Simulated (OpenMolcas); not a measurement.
What dynamic correlation does to the levels of C⁺

- Program: OpenMolcas 26.06
- Basis: ANO-RCC-VQZP [5s4p3d2f1g]
- Scalar Hamiltonian: DKH2, point nucleus
- Active space: 1 electron in 9 orbitals (RAS2 2p; RAS3 3s 3d, at most 1 electron)
- State averaging: 2S+1 = 2 odd, 3 roots; 2S+1 = 2 even, 6 roots
- Spin-orbit coupling: state interaction with AMFI integrals over the reference wave functions, term energies averaged over their components

Methods on the same reference wave functions:
A. RASSCF
B. SS-RASPT2, IPEA 0.25 Eh, imaginary shift 0.1 Eh (closed shells correlated: 1s 2s)

Energies in cm-1 above 2s2 2p 2P* 1/2, the measured ground level; measured values from NIST Handbook of Basic Atomic Spectroscopic Data.

```
         Level       A       B  Measured
2s2 2p 2P* 1/2     0.0     0.0       0.0
2s2 2p 2P* 3/2    63.3    63.3      63.4
 2s2 3s 2S 1/2  116979  117970    116538
 2s2 3d 2D 3/2  170985  167630    145549
 2s2 3d 2D 5/2  170986  167630    145551
```

Deviations, from unrounded energies. A percentage is the sum of absolute deviations over the sum of measured energies, with the sign that they share, or ± where signs differ.

```
                  Against measurement  Levels      A      B
       mean absolute deviation (cm-1)       4  13000  11000
fine structure of the ground term (%)       1   -0.2   -0.2
             other configurations (%)       3  +12.6  +11.2
```

B lies closest to measurement on these levels. The largest miss of B in the table is 2s2 3d 2D 3/2, by +22000 cm-1. The ranking rests on the paired levels alone, and a cruder setting can come out closer through cancelling errors.

The lowest spin-free term lies below A's lowest term by 0.075 hartree in B.

CASPT2 breaks the degeneracy within a term, and the mean is taken; among the terms shown or strongly mixed into the levels shown the widest spread is 680 cm-1 (2s2 3d 2D, B). ANO sets are built for valence states and can reach diffuse excited orbitals poorly. With one active electron the reference holds no correlation, so core polarisation is missing (holds for A). With one active electron, CASPT2 adds the correlation within the correlated inactive shells and between them and that electron, and leaves the splitting within a term as the reference gives it (holds for B). Computed and measured levels are paired by configuration, term and J; levels that our copy of the source lacks, or whose pairing is in doubt (as where it misses far off the trend of its configuration), stay unpaired and out of the deviations. Levels of configurations outside the active space are missing.

* marks odd parity.
